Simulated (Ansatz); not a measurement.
C2H3B, SMILES `BC#C` (charge 0, multiplicity 1).

Cartesian coordinates (Å):
```xyz
6

B     -1.1232     0.1461    -0.3460
C      0.3642    -0.0477    -0.3541
C      1.5637    -0.2034    -0.3631
H     -1.8153    -0.5483    -1.0195
H     -1.6079     0.9939     0.3331
H      2.6185    -0.3406    -0.3714
```
Charge 0, spin multiplicity 1.

Frozen-core energies in cc-pVTZ from Ansatz (a quantum-chemistry and plane-wave program) at a geometry from B3LYP-D3(BJ)/def2-TZVP; the HF reference has <S^2> = 0.00 and the T1 diagnostic is 0.014.

```json
[
 {"level": "HF", "energy (Ha)": "-102.12497", "difference from CCSDT(Q) (mHa)": "444.46"},
 {"level": "MP2", "energy (Ha)": "-102.52428", "difference from CCSDT(Q) (mHa)": "45.16"},
 {"level": "CCSD", "energy (Ha)": "-102.54684", "difference from CCSDT(Q) (mHa)": "22.59"},
 {"level": "CCSD(T)", "energy (Ha)": "-102.56758", "difference from CCSDT(Q) (mHa)": "1.85"},
 {"level": "CCSDT", "energy (Ha)": "-102.56789", "difference from CCSDT(Q) (mHa)": "1.55"},
 {"level": "CCSDT(Q)", "energy (Ha)": "-102.56944", "difference from CCSDT(Q) (mHa)": "0.00"}
]
```
